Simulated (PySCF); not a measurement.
C$_{2}$H$_{2}$F (SMILES C=[C-]F), charge -1, singlet, at a GFN2-xTB geometry (in this run its highest filled SCF level lies above zero, so its values depend strongly on the basis, on diffuse functions most of all). Base run: PySCF with HF/STO-3G.

Input for PySCF:
```python
from pyscf import gto, scf

mol = gto.M(
    atom='''
C     0.02235176    0.64734323   -0.01980650
C     1.14806260   -0.07296494   -0.02704209
F    -1.15423518   -0.30467257    0.03842180
H     1.26753555   -1.17115514    0.00255423
H     2.09809485    0.46693855   -0.06725891
''',
    basis='sto-3g',
    charge=-1,
    verbose=4,
)

mf = scf.RHF(mol)
mf.kernel()
mo_i, mo_e, stable_i, stable_e = mf.stability(internal=True, external=True, return_status=True, nroots=6, tol=1e-6)
print('internally stable:', stable_i, ' externally stable:', stable_e)
if not stable_e:
    umf = mf.to_uhf() if not hasattr(mf, 'xc') else mf.to_uks()
    umf.scf_summary = {}
    umf.kernel(umf.make_rdm1(mo_e, umf.mo_occ))
```

The bond that is stretched is that between atoms 4 and 2. A test that says stable can miss a lower solution.

The base run was repeated with changes; each row names its change, and settings that it needs were set with it.

```tsv
change	ΔE vs base (eV)	<S^2>	E after following the instability (Eh)	<S^2> there	HOMO-LUMO gap (eV)	stability test says	outcome
base	0.00	0.000	-	-	17.12	stable	converged
bond × 1.25	1.21	0.000	-	-	17.08	stable	converged
bond × 1.5	3.15	0.000	-173.60393	0.28	14.91	external instability	converged
bond × 1.8	5.33	0.000	-173.56200	0.92	11.85	external instability	converged
bond × 2.2	7.44	0.000	-173.54484	1.19	8.57	external instability	converged
bond × 3.0	-	-	-	-	-	-	not converged
```

Where a bond breaks into two radicals, a solution with restricted orbitals usually stops being the lowest and lies too high; an unrestricted one lies lower at the price of spin contamination, which <S^2> shows.
